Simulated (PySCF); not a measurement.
## Br²⁺ (bromine, charge +2) across methods

[Ar] 3d10 4s1 4p3 5s1, high-spin 6S determinant (an excited configuration). All numbers are calculated (PySCF 2.14, the spin-free X2C one-electron Hamiltonian (Gaussian nucleus), in x2c-TZVPPall with one added diffuse shell each of s, p, d type (7s6p5d1f, 57 functions)).

```
   method  E (hartree)  mean ε 4s α (eV)  mean ε 4p α (eV)  mean ε 5s α (eV)  Σ⟨r²⟩ (bohr²)   ⟨S²⟩
      UHF  -2602.32662           -60.018           -41.132           -16.670          37.19  8.751
BHandHLYP    -2603.929           -54.554           -37.885           -15.651          36.73  8.750
   r2SCAN    -2603.937           -50.490           -35.553           -14.729          36.77  8.751
  wB97X-V    -2603.723           -54.581           -38.845           -16.876          36.62  8.751
    TPSSh    -2603.864           -50.552           -35.612           -14.849          36.59  8.751
      LDA    -2600.189           -49.118           -34.824           -14.999          36.30  8.751
    HSE06    -2603.654           -51.546           -36.077           -15.006          36.56  8.751
      PBE    -2603.597           -49.073           -34.767           -14.742          36.40  8.751
```

Problem. Estimate the same row for PBE0.

Solution. E (hartree) = -2603.666; mean ε 4s α (eV) = -52.017; mean ε 4p α (eV) = -36.533; mean ε 5s α (eV) = -15.306; Σ⟨r²⟩ (bohr²) = 36.54; ⟨S²⟩ = 8.751.

The outer electron is Rydberg-like, and this basis confines it to a smaller radius and binds it less than a complete one would.
